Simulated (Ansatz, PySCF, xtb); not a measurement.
Pair of molecules: H2 (SMILES [H][H]) (first 2 atoms) with C4H6 (SMILES C=CC=C); geometry from B3LYP-D3(BJ)/def2-TZVP, rigid monomers moved along the line of their centres of mass till H2···C4 is 4.33 Å.
(charge 0, multiplicity 1):
```xyz
12

H     -0.39781    -0.77197    -0.13853
H     -0.31462    -0.32971     0.45481
C      1.07382     1.76813     3.85665
C      0.16435     1.05859     4.52699
C      0.29313    -0.35515     4.82979
C     -0.62016    -1.06546     5.49355
H      1.98776     1.31275     3.49306
H      0.93484     2.82076     3.65090
H     -0.74182     1.54566     4.87668
H      1.19896    -0.84256     4.47992
H     -0.48385    -2.11915     5.69574
H     -1.53490    -0.60986     5.85488
```

Interaction energies are E(AB) − E(A) − E(B) at the monomers' geometry in the complex; basis-set methods are counterpoise corrected. Rows marked so take none.

Cores are frozen in the correlated methods. Rows in 6-31G* carry no dispersion term and start afresh at each structure (6-31G* with six Cartesian d functions). MP2/6-31G* freezes PySCF's default core.

Run with Ansatz (Gaussian basis) for Hartree–Fock, density functionals and correlated methods; PySCF for 6-31G* rows, the dispersion terms; xtb for the GFN methods. Values without a source in brackets are computed.

```
level                            interaction energy (kcal/mol)
-------------------------------  -----------------------------
GFN-FF                                                   -0.14
GFN1-xTB                                                 -0.14
PBE/def2-TZVPPD                                          -0.15
PBE-D3(BJ)/def2-TZVPPD                                   -0.28
BP86/6-31G* (no counterpoise)                             0.01
r2SCAN-D3(BJ)/def2-TZVPPD                                -0.18
M06-2X/6-31G* (no counterpoise)                          -0.22
MP2/6-31G*                                                   …
CCSD(T)/aug-cc-pVDZ                                      -0.19
```

Question: Some entries are withheld; supply them.

Answer: 
- MP2/6-31G*, interaction energy (kcal/mol): -0.09

Ansatz is a quantum-chemistry and plane-wave program.
